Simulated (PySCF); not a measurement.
Harmonic spectrum computed at PBE0 in the def2-SVP basis family (core potentials from Rb on, PySCF, no spin–orbit coupling):

| symmetry | ω (cm⁻¹) | IR (km/mol) |
| --- | --- | --- |
| b1 | 88 | 0.1 |
| a1 | 114 | 0.1 |
| b2 | 149 | 1.3 |
| a1 | 405 | 16.2 |
| b2 | 430 | 62.3 |
| a1 | 577 | 19.7 |

Question: Which molecule gave it? In each, all ligands are bound to the one heavy central atom.
A. OsSCl₂ (triplet)
B. ReSCl₂ (quartet)
C. TcSCl₂ (quartet)
D. RuSCl₂ (triplet)

Answer: A. It has C2v symmetry with Os–Cl 2.207 Å (×2), Os–S 2.062 Å.
